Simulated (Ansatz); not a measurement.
CH7AlSi2, SMILES `[SiH3][SiH]1[CH2][AlH]1`, relaxed with RKS PBE0-D4/def2-TZVP in the Gaussian-basis code of Ansatz from a PBE-D4/def2-SVP geometry. The force threshold is 0.005 eV/Å; the program also tests the step.

Charge 0, multiplicity 1.

Start:

```xyz
11

Si    1.157   -0.020    1.642
Si    0.528   -0.557   -0.545
C    -0.729    0.777   -1.247
Al   -1.786   -0.838   -0.862
H     1.747   -1.203    2.363
H     2.144    1.120    1.717
H    -0.088    0.403    2.385
H     1.692   -0.939   -1.425
H    -0.615    0.915   -2.347
H    -0.783    1.775   -0.768
H    -3.267   -1.431   -0.914
```

How much energy does the relaxation release, and in how many steps? (Best estimate.)

Ansatz gave: 0.04 eV, in 6 steps, 1 of them rejected.

Which bonds change most? (Best estimate.)

The calculation gave: Si2–C3 from 1.963 to 1.935 Å; Si2–Al4 from 2.352 to 2.327 Å; C3–Al4 from 1.968 to 1.948 Å; Si1–H6 from 1.509 to 1.491 Å.

Give the relaxed structure. (An estimate is asked.)

The calculation gave: 
```xyz
11

Si    1.150   -0.016    1.637
Si    0.516   -0.539   -0.537
C    -0.725    0.767   -1.245
Al   -1.769   -0.832   -0.862
H     1.737   -1.194    2.331
H     2.126    1.109    1.712
H    -0.075    0.398    2.380
H     1.661   -0.927   -1.409
H    -0.603    0.899   -2.326
H    -0.781    1.746   -0.772
H    -3.238   -1.411   -0.910
```
